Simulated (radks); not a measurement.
Gd II, 63 electrons, occupied as [Xe] 4f7 5d1 6p1 (not the ground configuration). All-electron calculation, scalar-relativistic Kohn-Sham, LDA (Slater exchange, Perdew-Wang correlation), spin-unpolarised, spherical densities, point nucleus. Program: a radial shooting solver on a logarithmic mesh with Libxc functionals.

Normalised radial functions P(r) = r R(r), r in bohr:

```
   r/bohr * 4f (the largest magnitude, 1.07, reaches the edge; | marks zero)
 0.003213 *
 0.004389 *
 0.005997 *
 0.008192 *
  0.01119 *
  0.01529 *
  0.02089 *
  0.02854 *
  0.03899 *
  0.05326 |*
  0.07276 | *
   0.0994 |   *
   0.1358 |        *
   0.1855 |                *
   0.2535 |                             *
   0.3463 |                                           *
    0.473 |                                                     *
   0.6462 |                                                      *
   0.8829 |                                              *
    1.206 |                                *
    1.648 |                   *
    2.251 |         *
    3.075 |   *
    4.201 |*
     5.74 *
    7.841 *
    10.71 *
    14.64 *
```

4f: eigenvalue -16.571 eV, 0 radial nodes, <r> = 0.862 bohr, 90 % of the charge inside 1.48 bohr.
